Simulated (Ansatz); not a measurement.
`FC(F)/C=C/I` → `F[C]F` + `C=CI` at 298.15 K and 1 bar (formal loss of a carbene).

Gas-phase electronic energies from Ansatz, PBE0-D4/def2-TZVP geometries. CCSD(T)/CBS adds triple-zeta CCSD(T) − MP2 to the extrapolated MP2 energy (def2 sets, frozen cores). This one scheme is used for every species. Elements past krypton have def2 core potentials. For I outer-core shells are correlated without core-valence functions, which leaves a few kJ/mol of doubt a bond. One conformer a species, not always the lowest.

```json
{"species": "`FC(F)/C=C/I`", "CCSD(T)/CBS energy (Eh)": "-612.95453", "H − E (kJ/mol)": "165.7", "S (J/(mol·K))": "354.6"}
{"species": "`F[C]F`", "CCSD(T)/CBS energy (Eh)": "-237.54028", "H − E (kJ/mol)": "28.9", "S (J/(mol·K))": "240.6"}
{"species": "`C=CI`", "CCSD(T)/CBS energy (Eh)": "-375.31882", "H − E (kJ/mol)": "122.0", "S (J/(mol·K))": "283.2"}
```

H − E and S are ideal-gas, rigid-rotor, harmonic terms from PBE0-D4/def2-TZVP, for one conformer and one mirror image of each species. 1 Eh = 2625.50 kJ/mol, R = 8.31446 J/(mol·K).

Q: By hand: ΔE, ΔH, ΔS and ΔG.

A: ΔE = (-237.54028) + (-375.31882) − (-612.95453) = 0.09543 Eh = 250.6 kJ/mol. Δ(H − E) = 28.9 + 122.0 − 165.7 = -14.8, so ΔH = 235.8 kJ/mol. ΔS = 240.6 + 283.2 − 354.6 = 169.2 J/(mol·K). ΔG = 235.8 − 298.15 × (169.2)/1000 = 185.4 kJ/mol.

Q: By hand: the equilibrium constant, and the temperature at which ΔG would vanish if ΔH and ΔS stayed fixed.

A: log₁₀ K = −ΔG/(RT ln 10) = -32.5. ΔG = 0 at ΔH/ΔS = 1394 K.

The number of gas molecules changes by +1, which sets the sign of ΔS. A doubt of 5 kJ/mol in ΔE shifts log₁₀ K by 0.9 here. Other conformers and mirror images would add mixing entropy, several J/(mol·K) or more a flexible species. These are equilibria of isolated gas molecules and say nothing of rates. Largest T1 diagnostic: 0.017 (customary marks: 0.02 for closed shells, 0.045 for open ones).
